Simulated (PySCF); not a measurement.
CHF2, SMILES F[CH]F, multiplicity 2. Geometry optimised at PBE-D3(BJ)/def2-TZVP. The isomer is the one that the SMILES or the coordinates give; other isomers of the formula were not compared.

Computed with PBE-D3(BJ)/def2-TZVP in PySCF 2.14.0.

Harmonic wavenumbers (cm⁻¹): 530, 961, 1136, 1141, 1279, 3023. Rotational constants (GHz): 66.34, 10.79, 9.427; symmetry number 1.

Work out the zero-point energy and the ideal-gas rigid-rotor harmonic-oscillator thermochemistry at 298.15 K and 1 atm.

ZPE = ½ Σ hcν = ½ × 8069 cm⁻¹ = 11.54 kcal/mol. H − E(el) = 14.09 kcal/mol. Entropy in cal/(mol K): translation 37.71, rotation 21.39, vibration 0.83, spin 1.38, total 61.32. G − E(el) = -4.19 kcal/mol. Cp = 10.21 cal/(mol K).
